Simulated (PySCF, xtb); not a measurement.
C3H7FOSi, SMILES C(=C(/C)[SiH2]O)/F. One conformer was computed; it need not be the lowest.

Harmonic wavenumbers (cm⁻¹) from GFN2-xTB run with xtb at its own minimum, in rising order: 50, 112, 131, 190, 247, 258, 289, 412, 434, 532, 607, 732, 755, 769, 790, 792, 905, 997, 1043, 1070, 1173, 1287, 1405, 1477, 1485, 1689, 2227, 2322, 3009, 3023, 3040, 3078, 3675.

Task: What does PBE0-D3(BJ)/def2-SVP (PySCF) give at its own minimum? (Estimate from the structure and the level; the computed values follow.)

Result: 67, 108, 138, 191, 239, 249, 328, 447, 458, 618, 722, 774, 839, 883, 912, 924, 961, 984, 1044, 1160, 1200, 1353, 1396, 1456, 1460, 1743, 2203, 2254, 3047, 3124, 3168, 3220, 3937. Paired by order, the mean absolute difference is 60 cm⁻¹ and the zero-point energies are 57.2 and 59.5 kcal/mol.
